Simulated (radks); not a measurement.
The numbers below are computed, except where a source is named.
Q: Numerical settings for the phosphorus ion P7+, [He] 2s2 2p4. Level of theory: scalar-relativistic Kohn-Sham, PBE, spin-polarised, spherical densities, finite nucleus; open shells are filled with parallel spins first; Fermi nuclear charge, rms radius 3.1889 fm (a radial shooting solver on a logarithmic mesh with Libxc functionals). The defaults (mesh step 0.008 in ln r, mesh end at 40 bohr or more with all orbitals vanishing there, Anderson mixing 0.5 over 9 steps, residual threshold near 1e-9 with the energy settled to 1e-9 hartree or 1e-11 of itself, here a cap of 92 iterations) give E = -317.6228 hartree and 2p at -286.36 eV in 16 iterations. Run on one thread of a shared host, so times are rough (Intel(R) Xeon(R) 6975P-C): 0.06 s of CPU time, 0.06 s wall, 16 iterations on 2189 mesh points. One setting is changed at a time: mesh step in ln r 0.2; mesh step in ln r 0.003; mesh step in ln r 0.012; mesh end (bohr) 20; mesh end (bohr) 3; residual threshold 0.01; residual threshold 0.1; mixing 2.5; linear mixing, mixing 0.8; linear mixing, mixing 0.5; mixing history 2; iteration cap 5. Which runs fail to converge, and which converge to a wrong energy?

A: Not converged within the cap: mesh step in ln r 0.2; linear mixing, mixing 0.8; linear mixing, mixing 0.5; iteration cap 5. No run marked as converged misses the energy by more than 1 mhartree.
